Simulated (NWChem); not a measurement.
System: C3H7FSi; SMILES C1CC1[SiH2]F

```xyz
12

F     -0.6210     2.0910    -0.0644
Si     0.5193     0.9403     0.1148
C     -0.0640    -0.6784    -0.5620
C      0.4977    -1.9582     0.0235
C     -0.9255    -1.5963     0.2731
H      0.7833     0.7828     1.5760
H      1.7363     1.4310    -0.5931
H     -0.2556    -0.7036    -1.6410
H      0.7173    -2.7734    -0.6710
H      1.2029    -1.8884     0.8584
H     -1.7048    -2.1615    -0.2450
H     -1.2087    -1.2728     1.2798
```
Atoms are numbered in this order, from 1.

Program: NWChem. All runs use the structure optimised with PBE0/def2-SVP. No frequency run checked for a minimum.

### Question
Order these runs by computing time, cheapest first, and give rough ratios: B3LYP/def2-SVP; B3LYP/STO-3G; B3LYP/pcseg-2.

### Answer
B3LYP/STO-3G (1), B3LYP/def2-SVP (3), B3LYP/pcseg-2 (20). Ratios are rough, from one shared machine; the cheapest took around 2.5 core-seconds (rough). What differs between the cheapest and the dearest: highest occupied level (eV) -4.73 → -8.30; orbital gap (eV) 11.30 → 8.27; dipole (D) 0.67 → 2.13.
